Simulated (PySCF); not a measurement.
Point-charge models of `C[C@@H]1C=C(Cl)C[SiH2]1` against its computed dipole.

Coordinates (GFN2-xTB, Å) and charges (e) from the PBE0/pcSseg-1 density (PySCF):

```csv
atom,x,y,z,Mulliken,IAO,Hirshfeld,ESP-fitted
C1,1.965,-0.265,-0.636,-0.2162,-0.4091,-0.1190,-0.4631
C2,0.853,-0.214,0.412,-0.5440,-0.3692,-0.1054,+0.3168
C3,-0.195,-1.253,0.127,+0.0401,-0.1692,-0.0626,-0.3309
C4,-1.446,-0.855,-0.030,-0.2668,-0.0115,+0.0124,-0.0019
Cl5,-2.739,-1.964,-0.367,-0.0948,-0.0518,-0.0517,-0.1093
C6,-1.807,0.590,0.086,-0.4065,-0.5512,-0.1689,-0.2149
Si7,-0.133,1.431,0.456,+0.7239,+0.7525,+0.3580,+0.3218
H8,1.566,-0.066,-1.628,+0.1159,+0.1391,+0.0372,+0.1200
H9,2.438,-1.246,-0.650,+0.1151,+0.1387,+0.0402,+0.1230
H10,2.727,0.479,-0.416,+0.1180,+0.1396,+0.0406,+0.0952
H11,1.306,-0.442,1.383,+0.1538,+0.1472,+0.0378,-0.0255
H12,0.103,-2.288,0.044,+0.0944,+0.1562,+0.0473,+0.1675
H13,-2.547,0.729,0.874,+0.1617,+0.1633,+0.0419,+0.0990
H14,-2.275,0.931,-0.838,+0.1608,+0.1626,+0.0413,+0.0992
H15,-0.099,2.079,1.769,-0.0776,-0.1178,-0.0756,-0.1083
H16,0.275,2.364,-0.597,-0.0777,-0.1194,-0.0735,-0.0886
```

Problem. Compute μ = Σ q r for each scheme (1 e·Å = 4.803 D) and compare with the dipole of the full density.

Solution. The full density gives (1.44, 1.22, 0.34) D, 1.92 D in size; dipole vectors point from the negative to the positive end.

| scheme | μx | μy | μz | size (D) | share of the full size (%) | angle to the full dipole (°) |
| --- | --- | --- | --- | --- | --- | --- |
| Mulliken | 2.83 | 4.22 | 0.37 | 5.09 | 266 | 17 |
| IAO | 1.47 | 2.25 | 0.51 | 2.74 | 143 | 16 |
| Hirshfeld | 0.85 | 1.04 | 0.26 | 1.37 | 71 | 10 |
| ESP-fitted | 1.50 | 1.26 | 0.35 | 1.99 | 104 | 0 |

Problem. Which set comes closest?

Solution. Length of the difference vector: ESP-fitted 0.07 D, Hirshfeld 0.62 D, IAO 1.05 D, Mulliken 3.31 D. Closest: ESP-fitted. ESP charges are fitted to the potential around the molecule, whose slowest-falling term is the dipole's. The schemes that divide the density aren't constrained to reproduce the dipole.

Problem. What is left for the Hirshfeld atoms' own dipoles?

Solution. The Hirshfeld atoms' densities add up to the full density, so μ = Σ q r + Σ (atomic dipoles). The atomic dipoles sum to (1.44, 1.22, 0.34) − (0.85, 1.04, 0.26) = (0.59, 0.18, 0.08) D, 0.62 D in size.

Problem. With the origin at the mean of the coordinates, (0.000, 0.001, -0.001) Å, which are the largest single terms, by size, of the IAO dipole along the direction of the full one?

Solution. Si7 +3.21, C6 +2.57, C1 -2.35, H10 +1.53, C2 -1.03 D; all 16 atoms together +2.63 D. The single terms depend on the origin, their sum doesn't.

Problem. Give the size of the full dipole in other units.

Solution. 1.92 D = 0.754 au = 0.399 e·Å = 6.39 × 10⁻³⁰ C·m.

Isolated species at its GFN2-xTB geometry, gas phase.
